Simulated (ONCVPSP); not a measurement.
Logarithmic derivatives: Ce (Z = 58), ONCV

- Element: cerium
- Generator: ONCVPSP 4.0.1
- Type: optimised norm-conserving Vanderbilt (ONCV)
- Functional: LDA (Perdew-Wang 92)
- Relativity: scalar-relativistic
- Frozen core: [Kr] 4d10
- Valence charge: 12
- Reference configuration: 5s2 5p6 5d2 6s2
- Partial waves: 5s+6s: rc 2.50 bohr, ncon 4, nbas 7, qcut 5 1/bohr, 2 projectors; 5p: rc 2.25 bohr, ncon 3, nbas 7, qcut 5.3 1/bohr, 2 projectors, debl 1.9 Ha; 5d: rc 2.85 bohr, ncon 4, nbas 8, qcut 6.6 1/bohr, 1 projector; f scattering state at 0.32 Ha: rc 2.45 bohr, ncon 5, nbas 8, qcut 4.8 1/bohr, 2 projectors, debl 2.1 Ha
- Local potential: polynomial inside 1.75 bohr (lpopt 5, dvloc0 0 Ha)
- Core correction: none

In the f channel the program set the typed energies aside and used -0.430, 1.670 Ha.

The phase is arctan(r·R′/R) of the radial function R(r), unwrapped; energies in Ha, scanned from -3 to 5 Ha. A pole is an energy at which the radial function vanishes at the test radius. The pseudo phase is shifted by a multiple of π to meet the all-electron one at the reference energy, and phase errors are pseudo minus all-electron; the curves can meet again beyond the range given. Levels narrower than the energy grid can be missing from the lists of poles.

```
channel  radius (bohr)  reference energy (Ha)  poles, all-electron      poles, pseudo  unbroken range about the reference energy with phases within 0.05 rad  phase error 1 Ha above the reference energy (rad)
      s           2.54                  -0.15          -1.47, 2.63  -1.47, 2.18, 2.99                                                              below 2.2                                             -0.004
      p           2.28                  -0.95          -0.41, 4.94        -0.41, 4.41                                                              below 4.7                                             -0.000
      d           2.89                  -0.15           0.27, 3.28         0.27, 2.66                                                              below 0.9                                             -0.040
      f           2.49                  -0.43          -0.39, 2.30        -0.39, 2.31                                                              below 3.4                                             +0.003
```

Note: no bound ghost flagged but for a GHOST(-) flag that falls on a real empty level of the atom; GHOST(+) flagged for s at 64.9 eV.

Phases in the s channel:

```csv
E (Ha),all-electron,pseudo
-2.98,1.320,1.320
-2.76,1.296,1.296
-2.54,1.260,1.260
-2.32,1.201,1.201
-2.10,1.075,1.075
-1.88,0.544,0.543
-1.66,-1.241,-1.241
-1.44,-1.599,-1.599
-1.22,-1.718,-1.718
-1.00,-1.795,-1.796
-0.78,-1.869,-1.869
-0.56,-1.958,-1.958
-0.34,-2.084,-2.084
-0.12,-2.298,-2.298
0.10,-2.707,-2.707
0.32,-3.372,-3.374
0.54,-3.929,-3.932
0.76,-4.223,-4.226
0.98,-4.381,-4.385
1.20,-4.476,-4.481
1.42,-4.541,-4.548
1.64,-4.588,-4.597
1.86,-4.624,-4.639
2.08,-4.654,-4.683
2.30,-4.679,-4.790
2.52,-4.702,-7.736
2.74,-4.723,-7.818
2.96,-4.743,-7.850
3.18,-4.764,-7.875
3.40,-4.786,-7.897
3.62,-4.811,-7.919
3.84,-4.840,-7.943
4.06,-4.877,-7.971
4.28,-4.926,-8.005
4.50,-5.000,-8.051
4.72,-5.128,-8.119
4.94,-5.398,-8.235
```
